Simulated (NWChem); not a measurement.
C₃H₄Cl₂; SMILES ClC1(Cl)CC1

Results from NWChem. Geometry: optimised at PBE0/def2-SVP. Level: M06-2X/def2-SVP with COSMO at NWChem's default radii, gas-phase geometry; rows give the dielectric constant.

For dielectric constant 1.5:

```
Item                                       Result
-----------------------------------------  ------
electrostatic solvation energy (kcal/mol)    -0.8
dipole in solution (D)                       2.23
```

Problem. How do the values read with dielectric constant 20.7 instead?

Solution. electrostatic solvation energy (kcal/mol): -2.6
dipole in solution (D): 2.65
